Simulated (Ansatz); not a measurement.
`BC(=O)OC` → `CB(O)C=O`  (isomerisation)

Computed with Ansatz on PBE0-D4/def2-TZVP structures; ΔE is electronic, products minus reactants. CCSD(T)/CBS adds triple-zeta CCSD(T) − MP2 to the extrapolated MP2 energy (def2 sets, frozen cores). Functionals use def2-TZVPP. Each species was taken in one conformer, which may not be the lowest.

`BC(=O)OC`:

Z-matrix (Å, degrees):
```
C
O 1 1.431
H 1 1.090 2 110.5
H 1 1.087 2 105.7 3 119.6
H 1 1.090 2 110.5 3 -120.7
C 2 1.326 1 115.7 3 60.5
O 6 1.213 2 124.6 1 0.0
B 6 1.558 2 122.9 1 -180.0
H 8 1.191 6 119.0 2 93.6
H 8 1.191 6 119.0 2 -93.8
```

`CB(O)C=O`:

Cartesian coordinates in Å:
```
C 1.181 0.053 -0.812
B -0.255 0.044 -0.215
O -1.359 0.191 -0.968
C -0.581 -0.148 1.362
O -1.738 -0.144 1.724
H 1.804 0.805 -0.314
H 1.199 0.240 -1.886
H 1.675 -0.907 -0.620
H -2.142 0.150 -0.396
H 0.216 -0.283 2.126
```

(1) Is it downhill or uphill in electronic energy at CCSD(T)/CBS, and by how much? (Best estimate.)

(2) What do these levels give: BLYP-D4, PBE-QIDH, BLYP, r2SCAN0, HF/def2-SVP, HF/def2-QZVPP? (Estimate.)

Largest T1 diagnostic among the species: 0.018.

Results:

(1) Computed: Downhill: ΔE = -2.17 eV.

(2) Ansatz gave: BLYP-D4 -1.96, PBE-QIDH -2.12, BLYP -1.96, r2SCAN0 -2.08, HF/def2-SVP -2.00, HF/def2-QZVPP -1.96 eV.

From BLYP to BHLYP (50 % exact exchange), in def2-TZVPP and without D4, ΔE moves by −0.11 eV. In def2-TZVPP, CCSD(T) changes the Hartree–Fock value by −0.18 eV (the triples alone add +0.02 eV) and MP2 by −0.22 eV. Leaving LDA and LC-ωPBE aside and taking each functional with its dispersion term where it has one, the values, not all of them listed here, spread over 0.19 eV, from ωB97M-V to revPBE-D4. LDA lies −0.03 eV from PBE without D4.
